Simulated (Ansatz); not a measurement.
Consider the redistribution: `O[Si]F` + `BC(=C)Cl` → `F[Si]Cl` + `BC(=C)O`.

Calculated with Ansatz (gas phase, PBE0-D4/def2-TZVP geometries, no zero-point term in ΔE). CCSD(T)/CBS adds triple-zeta CCSD(T) − MP2 to the extrapolated MP2 energy (def2 sets, frozen cores). This one scheme is used for every species. Functionals use def2-TZVPP. HSE06 is defined as in plane-wave codes. One conformer a species, not always the lowest.

Task: Is it downhill or uphill in electronic energy at CCSD(T)/CBS, and by how much? (Estimate.)

Result: The calculation gave: Uphill: ΔE = +22.9 kJ/mol.

Task: What do these levels give: PBE-D4, BLYP-D4, HSE06-D4, CAM-B3LYP-D4, ωB97M-V, PBE, revPBE, r2SCANh, BHLYP, MP2/def2-TZVPP, HF/CBS(def2), MP2/CBS(def2)? (An estimate is asked.)

Result: Ansatz gave: PBE-D4 6.4, BLYP-D4 13.3, HSE06-D4 9.9, CAM-B3LYP-D4 19.2, ωB97M-V 17.5, PBE 5.5, revPBE 5.2, r2SCANh 12.5, BHLYP 18.3, MP2/def2-TZVPP 28.3, HF/CBS(def2) 22.3, MP2/CBS(def2) 28.5 kJ/mol.

Largest T1 diagnostic among the species: 0.015.

From PBE to PBE0 (25 % exact exchange), in def2-TZVPP and without D4, ΔE moves by +4.0 kJ/mol. Leaving LDA and LC-ωPBE aside and taking each functional with its dispersion term where it has one, the values, not all of them listed here, spread over 13.6 kJ/mol, from PBE-D4 to B2PLYP.
